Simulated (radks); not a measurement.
Results of a calculation; reference values are marked as such.
Problem. The lead ion Pb4+, 78 electrons, occupied as [Kr] 4d10 4f14 5s1 5p6 5d10 6d1 (not the ground configuration). Code: a radial shooting solver on a logarithmic mesh with Libxc functionals. Model: scalar-relativistic Kohn-Sham, PBEsol, spin-polarised, spherical densities, finite nucleus; open shells are filled with parallel spins first (spin-orbit coupling, left out, can overturn this in heavy ions); Fermi nuclear charge, rms radius 5.5012 fm. Some entries of the table are withheld. Estimate them.

orbital,occ.,eigenvalue (eV),r(max) (bohr)
1s up,1,-88101.07,0.009850
1s down,1,-88100.83,0.009850
2s up,1,-15805.48,0.05718
2s down,1,-15805.31,0.05718
2p up,3,-13573.34,0.04761
2p down,3,-13573.17,0.04761
3s up,1,-3836.298,0.1612
3s down,1,-3836.136,0.1612
3p up,3,-3195.882,0.1613
3p down,3,-3195.718,0.1613
3d up,5,-2540.640,0.1314
3d down,5,-2540.473,0.1314
4s up,1,-911.0455,0.3624
4s down,1,-910.7697,0.3624
4p up,3,-701.0046,0.3824
4p down,3,-700.6988,0.3824
4d up,5,-457.3786,0.3884
4d down,5,-457.0061,0.3883
5s up,1,-197.5668,0.7862
5s down,0,-196.3376,0.7863
4f up,7,(1),0.3495
4f down,7,(2),0.3494
5p up,3,-138.3177,0.8760
5p down,3,-137.2467,0.8770
5d up,5,-70.9302,1.046
5d down,5,-70.1901,1.050
6d up,1,-25.3591,2.958

Solution. 
(1) 4f up eigenvalue (eV): -188.2740
(2) 4f down eigenvalue (eV): -187.8155
